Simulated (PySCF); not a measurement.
Structure from 2D NMR

Compound of formula C6H15Al. Correlations simulated from computed shifts and the bond graph:

HSQC (one-bond C–H):
```tsv
δH	δC
1.16	11.2
0.19	4.7
```

COSY cross peaks (H two or three bonds apart, from the bond graph; peaks can be absent where the dihedral angle is near 90°):
```tsv
δH	δH
1.16	0.19
```

HMBC (two and three bonds, from the bond graph):
```tsv
δH	δC
1.16	4.7
0.19	11.2, 4.7
```

PySCF 2.14.0 with density-fitted response routines calculation with NMR shieldings at B97-2/pcSseg-1/GIAO and geometry: PBE0-D3(BJ)/def2-SVP; relativity neglected, averaged over atoms made equivalent by symmetry, fast rotation or ring inversion, in vacuum, one computed conformer.

Referencing at the same level of theory: $^{1}$H (σref 31.38), $^{13}$C (σref 183.69) against TMS.

Exchangeable hydrogens are left out of these lists.

Problem. Assemble the structure.

Solution. triethylaluminum.

Mapped SMILES: `[CH3:1][CH2:2][Al:3]([CH2:4][CH3:5])[CH2:6][CH3:7]`. Hydrogens are named by the atom that carries them.

- δC 11.2 is C1/C5/C7, a methyl carbon (δH 1.16).
- δC 4.7 is C2/C4/C6, an sp3 CH2 bonded to Al (δH 0.19).
- COSY links 1.16–0.19.

This is the structure that produced the data.

Shifts are as computed. Against solution values, carbons near 30 ppm lie about +1 ppm off and those near 130 ppm about +2 ppm. Of 1211 compounds with measured shifts, 218 miss one by over three times the rms of a fit or turn the order of signals round; such compounds aren't used in these exercises.
